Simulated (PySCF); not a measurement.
I$_{5}$Ta, charge -1, doublet, at a GFN2-xTB geometry (such geometries of metal compounds can be far from the true shape) (the multiplicity is a formal guess) (core potentials on I, Ta).

Input for PySCF:
```python
from pyscf import gto, scf, dft

mol = gto.M(
    atom='''
Ta   -0.00000000    0.00000000   -0.00000000
I     2.31212097   -0.45006910   -1.48525891
I     1.27566141   -1.07167821    2.31058217
I    -1.27566141    1.07167821   -2.31058217
I    -1.95612288   -1.97514299    0.16386900
I    -0.35599809    2.42521209    1.32138991
''',
    basis='def2-sv(p)',
    ecp={'I': 'def2-sv(p)', 'Ta': 'def2-sv(p)'},
    charge=-1,
    spin=1,
    verbose=5,
)

mf = dft.UKS(mol)
mf.xc = 'b3lyp'
mf = mf.density_fit(auxbasis='def2-universal-jkfit')
mf.kernel()
```

Predict the Mulliken (on the basis functions themselves) charges in atom order from DF-B3LYP/def2-SV(P) run with PySCF.

Ta1 0.57, I2 -0.29, I3 -0.33, I4 -0.33, I5 -0.31, I6 -0.31

Predict the HOMO energy from DF-B3LYP/def2-SV(P).

-1.88 eV

What total energy does DF-B3LYP/def2-SV(P) give?

-1546.3340 Eh

What is the computed <S^2> (DF-B3LYP/def2-SV(P))?

0.758

These values belong to the state on which the SCF converged, which isn't shown to be the lowest.
